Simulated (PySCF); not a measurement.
Which level of theory gave which numbers?

C₄H₈OSi.
SMILES with atom numbers: `[CH3:1][C:2](=[O:3])[SiH:4]1[CH2:5][CH2:6]1` (hydrogens: H7, H8, H9 on C1; H10 on Si4; H11, H12 on C5; H13, H14 on C6)

The closed-shell ground state was solved 7 times with PySCF (density fitting, gas phase), always in the pcSseg-1 basis (149 functions), with these functionals: B97-2, B97-D, CAM-B3LYP, HF, LC-wPBE, PBE0 and wB97X-D. Geometry: PBE0-D3(BJ)/def2-SVP, one conformer, isolated molecule.

```json
{"row": "P", "total energy (Eh)": "-521.6354", "HOMO (eV)": "-9.64", "LUMO (eV)": "1.07", "dipole (D)": "2.56"}
{"row": "Q", "total energy (Eh)": "-521.7615", "HOMO (eV)": "-8.33", "LUMO (eV)": "-0.06", "dipole (D)": "2.61"}
{"row": "R", "total energy (Eh)": "-521.7013", "HOMO (eV)": "-5.43", "LUMO (eV)": "-2.15", "dipole (D)": "2.68"}
{"row": "S", "total energy (Eh)": "-521.7919", "HOMO (eV)": "-8.83", "LUMO (eV)": "0.54", "dipole (D)": "2.67"}
{"row": "T", "total energy (Eh)": "-521.8046", "HOMO (eV)": "-6.66", "LUMO (eV)": "-1.31", "dipole (D)": "2.70"}
{"row": "U", "total energy (Eh)": "-521.4795", "HOMO (eV)": "-6.93", "LUMO (eV)": "-1.24", "dipole (D)": "2.71"}
{"row": "V", "total energy (Eh)": "-519.8142", "HOMO (eV)": "-9.58", "LUMO (eV)": "2.61", "dipole (D)": "2.78"}
```

Problem. Which functional belongs to which row?

Solution. P = LC-wPBE, Q = CAM-B3LYP, R = B97-D, S = wB97X-D, T = B97-2, U = PBE0, V = HF. By rising HOMO–LUMO gap: B97-D (GGA) 3.28 eV; B97-2 (global hybrid, 21 % exact exchange) 5.35 eV; PBE0 (global hybrid, 25 % exact exchange) 5.69 eV; CAM-B3LYP (range-separated hybrid) 8.27 eV; wB97X-D (range-separated hybrid) 9.37 eV; LC-wPBE (range-separated hybrid) 10.71 eV; HF (all exact exchange) 12.19 eV. Total energies of different functionals aren't bounds to one another; each is stationary for its own functional.

The values belong to the conformer `[CH3:1][C:2](=[O:3])[SiH:4]1[CH2:5][CH2:6]1`: C1–C2–Si4–C5 -27°.

B97-D and wB97X-D is run here without its empirical dispersion term; that term would change no orbital, density or response property at a fixed geometry.
